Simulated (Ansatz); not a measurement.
`O[SiH2][SiH2][SiH3]` and `O[SiH2][SiH2]O[SiH3]` differ in one atom or group.

Ansatz, PBE0-D4/def2-TZVP geometries, multiplicity 1. Each molecule was computed in one conformer, which needn't be the lowest.

| property | `O[SiH2][SiH2][SiH3]` |
| --- | --- |
| size of the dipole moment (B3LYP/def2-TZVPP) / D | 1.22 |
| LUMO energy (PBE0/def2-TZVPP) / eV | -0.71 |
| size of the dipole moment (ωB97M-V/def2-TZVPP) / D | 1.22 |
| LUMO energy (ωB97M-V/def2-TZVPP) / eV | 0.97 |
| HOMO–LUMO gap (B3LYP/def2-TZVPP) / eV | 6.60 |
| HOMO energy (B3LYP/def2-TZVPP) / eV | -7.49 |

(1) Give the same properties after the change, and the shifts. (Best estimate.)

Results:

(1) Ansatz gave: 
```csv
property,`O[SiH2][SiH2]O[SiH3]`,shift
size of the dipole moment (B3LYP/def2-TZVPP) / D,1.09,-0.13
LUMO energy (PBE0/def2-TZVPP) / eV,-0.94,-0.23
size of the dipole moment (ωB97M-V/def2-TZVPP) / D,1.09,-0.13
LUMO energy (ωB97M-V/def2-TZVPP) / eV,0.80,-0.17
HOMO–LUMO gap (B3LYP/def2-TZVPP) / eV,6.28,-0.32
HOMO energy (B3LYP/def2-TZVPP) / eV,-7.39,0.10
```

With PBE0 the HOMO rises by 0.12 eV and the LUMO falls by 0.23 eV, so the gap narrows by about 0.35 eV. PBE moves the HOMO by 0.19 eV and ωB97M-V by 0.03 eV. The zero-point energy changes by 15.3 kJ/mol with +3 modes. Dipoles are sizes alone; their direction can turn.

Positive LUMOs are unbound, so they and the gaps depend on the basis.

B3LYP here is the variant with VWN-RPA as its local correlation; programs differ in this.
